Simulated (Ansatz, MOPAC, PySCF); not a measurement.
Donor–acceptor adduct: BH3 (SMILES B) (first 4 atoms) with H2S (SMILES S); geometry from B3LYP-D3(BJ)/def2-TZVP.
(charge 0, multiplicity 1):
```xyz
7

B     -0.44935    -0.32521     0.66950
H      0.40568    -0.88714     0.03847
H     -1.24784    -1.05693     1.19111
H     -0.87943     0.69036     0.20214
S      0.62801     0.22883     2.29678
H     -0.20055     1.07138     2.94173
H      1.39218     1.23485     1.83165
```

Counterpoise-corrected where a basis set is named; no monomer relaxation.

Frozen-core correlation. The state that PM3 reach isn't checked.

Codes used: Ansatz (Gaussian orbitals); MOPAC for PM3 (differences of heats of formation); PySCF for the dispersion terms. Values without a source in brackets are computed.

| level | interaction energy (kcal/mol) |
|---|---|
| PM3 | -53.15 |
| PBE-D4/def2-TZVPPD | -29.26 |
| B3LYP/def2-TZVPPD | -20.91 |
| B3LYP-D3(BJ)/def2-TZVPPD | -23.34 |
| B3LYP-D4/def2-TZVPPD | -22.99 |
| BHLYP-D3(BJ)/def2-TZVPPD | -21.81 |
| wB97M-V/def2-TZVPPD | -23.71 |
| CCSD/aug-cc-pV(T+d)Z | … |
| CCSD(T)/aug-cc-pV(T+d)Z | -21.44 |

**Question.** Fill in the missing entries.

**Answer.** 
- CCSD/aug-cc-pV(T+d)Z, interaction energy (kcal/mol): -19.76

Ansatz is a program for electronic structure.
